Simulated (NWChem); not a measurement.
Species: C₃H₄BFO; SMILES C1B(OCC=1)F

```xyz
10

F      0.0666    -2.1149     0.0000
B      0.0733    -0.7850     0.0000
C      1.2699     0.2049     0.0000
C      0.6934     1.4198     0.0000
C     -0.8090     1.3075     0.0000
O     -1.1088    -0.0897     0.0000
H      2.3413     0.0366     0.0000
H      1.1860     2.3899     0.0000
H     -1.2643     1.7705    -0.8858
H     -1.2643     1.7705     0.8858
```
Atoms are numbered in this order, from 1.

Level: B3LYP/6-31G* (spherical d) (NWChem), optimised geometry, unscaled harmonic frequencies. B3LYP is NWChem's, with the RPA form of VWN correlation.

| frequency (cm⁻¹) | IR intensity (km/mol) |
|---|---|
| 203 | 1.2 |
| 347 | 5.2 |
| 383 | 1.1 |
| 574 | 4.0 |
| 632 | 3.1 |
| 746 | 66.6 |
| 768 | 2.7 |
| 858 | 3.8 |
| 942 | 1.0 |
| 994 | 2.7 |
| 1036 | 7.1 |
| 1047 | 38.1 |
| 1123 | 32.8 |
| 1217 | 78.7 |
| 1225 | 0.1 |
| 1361 | 28.7 |
| 1399 | 56.2 |
| 1465 | 338.8 |
| 1522 | 38.9 |
| 1637 | 60.5 |
| 3046 | 28.5 |
| 3077 | 21.2 |
| 3194 | 12.9 |
| 3235 | 6.7 |

The zero-point energy is 45.8 kcal/mol and the thermal correction to the enthalpy at 298.15 K (with zero-point energy) is 49.4 kcal/mol. The heat capacity Cv is 17.5 cal/(mol K) and the entropy at 298.15 K and 1 atm (symmetry number 1) is 71.7 cal/(mol K). The dipole moment is 2.89 D.

Rigid rotor and harmonic oscillator.
